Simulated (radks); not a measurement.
Coulomb parameter of the 4d shell of neutral niobium in the model configuration [Kr] 4d4 5s1, as a second difference U = [E(n + 0.25) + E(n - 0.25) - 2 E(n)] / (0.25)^2 with all orbitals relaxed. "Bare": the charge of the atom changes with n. "Screened": the 5s shell takes up the change at fixed total charge, which measures U(4d,4d) + U(5s,5s) - 2 U(4d,5s). Calculated with a radial shooting solver on a logarithmic mesh with Libxc functionals: scalar-relativistic Kohn-Sham, PBE, spin-unpolarised, spherical densities, point nucleus.

case                 configuration  E - E(n) (eV)
start                 [Kr] 4d4 5s1          0.000
bare +0.25         [Kr] 4d4.25 5s1         -0.549
bare -0.25         [Kr] 4d3.75 5s1          0.988
screened +0.25  [Kr] 4d4.25 5s0.75          0.258
screened -0.25  [Kr] 4d3.75 5s1.25         -0.211

U(bare) = 7.029 eV, U(screened by 5s) = 0.753 eV, against the Slater integral F0(4d,4d) = 11.381 eV with frozen orbitals. The step up makes a negative ion, whose loosely bound charge lowers the bare value.
